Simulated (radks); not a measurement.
Values are calculated unless marked as measured or tabulated.
Task: These are the eigenvalues of the occupied orbitals of an atom or ion with whole-number occupations (hartree). Level of theory: Dirac Kohn-Sham, PBE, spin-unpolarised, spherical densities, finite nucleus; Fermi nuclear charge, rms radius of each element as measured or else 0.836 A^(1/3) + 0.57 fm (a radial shooting solver on a logarithmic mesh with Libxc functionals).

1s1/2: -280.4112
2s1/2: -34.46778
2p1/2: -30.08988
2p3/2: -29.54519
3s1/2: -5.16970
3p1/2: -3.85760
3p3/2: -3.78804
3d3/2: -1.66320
3d5/2: -1.65509

Which element is it, and in what charge state? The configuration may be excited. Open shells, if any, fill j = l - 1/2 first.

Result: Z = 27, cobalt, charge +3: Co3+ in [Ar] 3d6. The list shows which subshells hold electrons but not how many an open one holds; the 1s level, -280.41 hartree, gives Z - s = 23.7 by -(Z - s)^2/2, which with screening and relativity narrows Z to a few neighbours, and the depths of the outer levels then fix element, charge and occupations together.
